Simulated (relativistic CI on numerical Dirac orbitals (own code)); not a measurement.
Cu2+ (3d9) in a crystal field

Calculated by Dirac-Coulomb-Breit CI, separate exchange-only KLI orbitals for each configuration, a model potential for QED, one configuration in a parametric crystal field, unscaled Slater integrals (own radial code).

Field parameters in Wybourne normalisation: Oh B⁴₀ = 21Dq, B⁴₄ = √(5/14) B⁴₀. The field is a parameter set, without covalency.

S is read from ⟨S²⟩ = S(S + 1).

Powder χT (cm³ K mol⁻¹) by Van Vleck's formula, with temperature-independent terms:

```csv
Field,2 K,5 K,10 K,20 K,50 K,100 K,200 K,300 K
"Oh, 10Dq = 3250 cm⁻¹",0.72,0.721,0.722,0.725,0.734,0.749,0.78,0.81
"Oh, 10Dq = 5850 cm⁻¹",0.585,0.585,0.586,0.588,0.593,0.602,0.619,0.636
"Oh, 10Dq = 8450 cm⁻¹",0.523,0.523,0.524,0.525,0.529,0.535,0.547,0.559
"Oh, 10Dq = 11050 cm⁻¹",0.489,0.489,0.489,0.49,0.493,0.498,0.507,0.516
"Oh, 10Dq = 13650 cm⁻¹",0.467,0.467,0.468,0.468,0.471,0.474,0.482,0.49
"Oh, 10Dq = 16250 cm⁻¹",0.452,0.453,0.453,0.454,0.455,0.459,0.465,0.471
"Oh, 10Dq = 18850 cm⁻¹",0.442,0.442,0.442,0.443,0.444,0.447,0.453,0.458
"Oh, 10Dq = 21450 cm⁻¹",0.434,0.434,0.434,0.435,0.436,0.438,0.443,0.448
```

(1) For Oh, 10Dq = 18850 cm⁻¹: what effective moment follows at 300 K?

Results:

(1) μ_eff = √(8χT) = 1.91 μB. The ground level has S = 0.50; the spin-only moment for S = 1/2 is 1.73 μB. The difference comes from the orbital moment, spin-orbit mixing of terms and temperature-independent paramagnetism, all larger in this ionic model than in covalent complexes.
